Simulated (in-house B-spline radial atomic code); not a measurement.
Configurations of Pr⁶⁺, with energies counted from [Kr] 4d10 4f1 5s2 5p4. Method: scalar-relativistic (X2C) TPSSh, spin-polarised, spherical fractional occupations, exact exchange averaged over the configuration, Fermi nucleus of rms radius 4.8919 fm. Calculated with a B-spline radial code for spherical atoms. Shells without spins written out take the highest spin.

Occupations are held fixed; configurations that lie above the ionisation limit could autoionise.

```
            configuration  E - E(ref) (eV)  highest orbital  its <r> (bohr)
[Kr] 4d10 4f1 5s2 5p3 5d1           25.001            5d up           1.839
    [Kr] 4d10 5s2 5p4 6p1           43.021            6p up           2.936
     [Kr] 4d9 4f1 5s2 5p5           107.82            4f up          0.8474
 [Kr] 4d9 4f1 5s2 5p4 6s1           149.24            6s up           2.636
 [Kr] 4d9 4f1 5s2 5p4 6d1           167.24            6d up           3.508
```

(1) Order these further configurations by energy, lowest first.
A. [Kr] 4d10 5s2 5p4 6f1
B. [Kr] 4d10 5s2 5p4 6d1
C. [Kr] 4d10 5s2 5p4 6s1
D. [Kr] 4d10 5s2 5p5
E. [Kr] 4d10 5s2 5p4 5d1

(2) Is the reference the lowest configuration at this level of theory?

## Answers

(1) D (-6.0494 eV), E (21.478 eV), C (35.523 eV), B (53.44 eV), A (64.286 eV).

(2) No: [Kr] 4d10 5s2 5p5 lies 6.049 eV lower with this functional.
